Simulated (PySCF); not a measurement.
# Electron correlation in Co²⁺ (cobalt, charge +2)

[Ar] 3d6 4s1, high-spin 6D determinant (an excited configuration). Calculation: PySCF 2.14, in dyall-av2z (16s12p7d2f, 101 functions); no relativity, point nucleus. Frozen: [Ar]; 7 electrons correlated; the 25 highest virtual orbitals of each spin left out.

MP2 pair energies summed by pair of shells (mhartree):

```csv
pair,energy,share (%)
3d-3d,-102.13,87.3
3d-4s,-14.85,12.7
```

Total MP2 correlation energy: -116.97 mhartree.

Same-spin part -70.88 and opposite-spin part -46.09 mhartree; SCS-MP2 scales them by 1/3 and 6/5 to -78.93 mhartree.
